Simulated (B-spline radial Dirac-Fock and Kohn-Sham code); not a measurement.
# Pm¹⁵⁺: eigenvalues, ΔSCF and the reference

System: the Pm¹⁵⁺ ion, 1s2 2s2 2p6 3s2 3p6 3d10 4s2 4p6 4d10.

The density-functional columns are spherical, spin-unpolarised Dirac-Kohn-Sham results without Breit or QED terms: −ε is minus the orbital energy of the initial state and ΔSCF the difference of two total energies. The reference in the last column comes from Dirac-Fock energy differences between relaxed states, corrected for Breit and QED terms. All numbers are from a radial atomic solver, in eV; a selection of levels is shown. For the 1s level of heavy atoms much of the gap between ΔSCF and the reference is the Breit and QED part, -184.1 eV here; for other levels the error of the functional can be larger.

```
level   LDA −ε  LDA ΔSCF  Dirac-Fock
   1s  45244.6   45685.8     45513.9
   2s   7616.9    7705.7      7764.5
2p1/2   7232.9    7342.1      7344.6
2p3/2   6673.5    6773.7      6791.3
   3s   1907.8    1942.8      1985.6
3p1/2   1742.8    1779.1      1806.4
3p3/2   1630.2    1664.9      1692.9
3d3/2   1342.0    1380.8      1385.2
3d5/2   1317.6    1355.9      1361.4
   4s    616.2     634.5       653.4
4p1/2    552.4     570.4       582.2
4p3/2    525.7     543.2       555.5
4d3/2    419.3     436.3       435.2
4d5/2    414.2     431.1       430.3
```

For the outermost level NIST gives 430 ± 3 eV (theoretical); the differences from it are LDA −ε -15.79, LDA ΔSCF +1.06, Dirac-Fock +0.30 eV.

Values without a named source are computed, but for edge energies of neutral atoms, which are taken from tables.
